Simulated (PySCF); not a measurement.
Compound: C₇H₇O₂ (doublet state).
Structure used (GFN2-xTB), in Å, numbered top down from 1:
```
atom  x, y, z in Å
C1     2.2238    0.6141   -0.1420
C2     0.7462    0.4146   -0.1698
C3    -0.1338    1.3957   -0.2644
C4    -1.5166    1.3691   -0.3164
O5    -2.4115    1.9331   -0.8839
C6    -1.7044    0.1964    0.7259
O7    -1.9976    0.3665    1.8700
C8    -1.2694   -1.0846    0.0532
C9     0.2569   -1.0268   -0.0783
H10    2.6981    0.0406   -0.9381
H11    2.6278    0.2620    0.8072
H12    2.4715    1.6643   -0.2623
H13   -1.5815   -1.9368    0.6565
H14   -1.7354   -1.1444   -0.9319
H15    0.7135   -1.4661    0.8117
H16    0.6048   -1.5887   -0.9488
```

The species is `CC1=[C]C(=O)C(=O)CC1` [radical].

The calculation used UKS B3LYP, pcH-1 on C H O, non-relativistic, mean-field spin-orbit, GIAO in PySCF. The structure is a single GFN2-xTB conformer in the gas phase; no vibrational or solvent corrections. Couplings are sensitive to structure, and on GFN2-xTB geometries they can be far from those on DFT ones. The SCF solution wasn't tested for stability.

Principal values of hyperfine tensors in MHz (contact and dipolar terms together), for some of the nuclei:

```
atom  isotope      A1      A2      A3
  C3      13C   84.35   92.61  255.39
  C6      13C   43.07   47.81   77.49
  C9      13C   45.88   46.80   62.95
  C1      13C   32.37   32.76   42.78
 H16       1H   18.01   20.71   25.42
  O5      17O  -64.42    6.29   20.31
  C2      13C  -21.19  -11.38   -2.43
  O7      17O  -51.06    6.47   13.43
```

Question: Give the isotropic coupling of each nucleus in MHz and in mT (g = 2.0026), and the anisotropic part.

Answer: a_iso is a third of the trace, T = A − a_iso, and a(mT) = a(MHz)/(g × 13.996).

```
atom  a_iso (MHz)  a_iso (mT)      T1      T2      T3
  C3       144.11       5.142  -59.77  -51.50  111.27
  C6        56.12       2.002  -13.06   -8.31   21.37
  C9        51.88       1.851   -6.00   -5.08   11.07
  C1        35.97       1.283   -3.60   -3.21    6.81
 H16        21.38       0.763   -3.37   -0.67    4.04
  O5       -12.61      -0.450  -51.82   18.90   32.91
  C2       -11.67      -0.416   -9.52    0.28    9.24
  O7       -10.38      -0.370  -40.68   16.86   23.82
```

Question: What spin density at the nucleus of C2 lies behind its contact coupling (g_N = 1.40482)?

Answer: a_FC = (2μ0/3) gₑ μB g_N μN ρ(0)/(2S·h) = 800.24 MHz × g_N × ρ(0)/(2S), with ρ in bohr⁻³. With a_FC = -11.67 MHz and 2S = 1, ρ(0) = -0.01038 bohr⁻³.

Question: C4 (13C, g_N = 1.40482) isn't in the table. Its spin density at the nucleus is -0.02399 bohr⁻³. What is its contact coupling?

Answer: By the same relation, a_FC = -27.0 MHz. Its full tensor has the principal values -46.55, -29.86, -4.50 MHz.

Question: Name the largest traceless tensor T of the table and describe it.

Answer: C3: -59.8, -51.5, 111.3 MHz, nearly axial, close to the ratio −1:−1:+2, the form that spin in one p orbital centred on that nucleus gives.

Question: What first-order splitting does C3 cause when the field lies along A1, A2 or A3 of its tensor (g taken as isotropic, no quadrupole term)?

Answer: 2 lines (I = 1/2), spaced by |A_i|/(g × 13.996): 3.01, 3.30, 9.11 mT along the axes of A1, A2 and A3.

Hardware: one thread, Arm Neoverse V1 (aarch64), no GPU, shared host with 64 logical CPUs at a one-minute load of 9.7. Cost: 87 s wall (with the writing of density and orbital grids), 0.98 GiB resident at most.
